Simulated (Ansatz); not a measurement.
Start from `CC(=N)S` and change one atom or group to get `CC(=N)[SiH3]`.

Ansatz, PBE0-D4/def2-TZVP geometries, multiplicity 1. Each molecule was computed in one conformer, which needn't be the lowest.

```csv
property,`CC(=N)S`
LUMO energy (PBE0/def2-TZVPP) / eV,-0.12
HOMO energy (PBE0/def2-TZVPP) / eV,-7.37
HOMO energy (B3LYP/def2-TZVPP) / eV,-7.13
size of the dipole moment (PBE/def2-TZVPP) / D,1.96
HOMO–LUMO gap (B3LYP/def2-TZVPP) / eV,6.77
zero-point energy (PBE0-D4/def2-TZVP) / kJ/mol,180.0
```

Q: What does the change do to each property? (Estimate.)

A: The calculation gave: 
```csv
property,`CC(=N)[SiH3]`,shift
LUMO energy (PBE0/def2-TZVPP) / eV,-0.70,-0.58
HOMO energy (PBE0/def2-TZVPP) / eV,-7.19,0.18
HOMO energy (B3LYP/def2-TZVPP) / eV,-6.97,0.16
size of the dipole moment (PBE/def2-TZVPP) / D,1.45,-0.51
HOMO–LUMO gap (B3LYP/def2-TZVPP) / eV,6.05,-0.72
zero-point energy (PBE0-D4/def2-TZVP) / kJ/mol,219.7,39.7
```

With PBE0 the HOMO rises by 0.18 eV and the LUMO falls by 0.58 eV, so the gap narrows by about 0.76 eV. PBE moves the HOMO by 0.38 eV and ωB97M-V by 0.04 eV. The zero-point energy changes by 39.7 kJ/mol with +6 modes. Dipoles are sizes alone; their direction can turn.

B3LYP here is the variant with VWN-RPA as its local correlation; programs differ in this.
